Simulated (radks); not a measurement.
The numbers below are computed, except where a source is named.
Task: The mean radii <r> (bohr) of the occupied orbitals of an atom or ion are listed with their occupations. Code: a radial shooting solver on a logarithmic mesh with Libxc functionals. Model: scalar-relativistic Kohn-Sham, r2SCAN, spin-polarised, spherical densities, finite nucleus; meta-GGA in the generalised Kohn-Sham scheme; Fermi nuclear charge, rms radius of each element as measured or else 0.836 A^(1/3) + 0.57 fm.

orbital  occ.      <r>
1s up       1  0.03263
1s down     1  0.03263
2s up       1   0.1417
2s down     1   0.1417
2p up       3   0.1236
2p down     3   0.1236
3s up       1   0.3859
3s down     1   0.3858
3p up       3   0.3846
3p down     3   0.3843
3d up       5   0.3614
3d down     5   0.3608
4s up       1   0.8480

Name the element and its charge. Open shells, if any, are filled with parallel spins first.

Result: Z = 45, rhodium, charge +16: Rh16+ in [Ar] 3d10 4s1. The 1s radius gives Z: for a bare nucleus <r> = (2 gamma + 1)/(2Z) with gamma = sqrt(1 - (Z/c)^2), 0.0321 bohr for Z = 45, and screening makes it slightly larger (0.03263 here). The occupations add up to 29, and the charge is Z minus that.
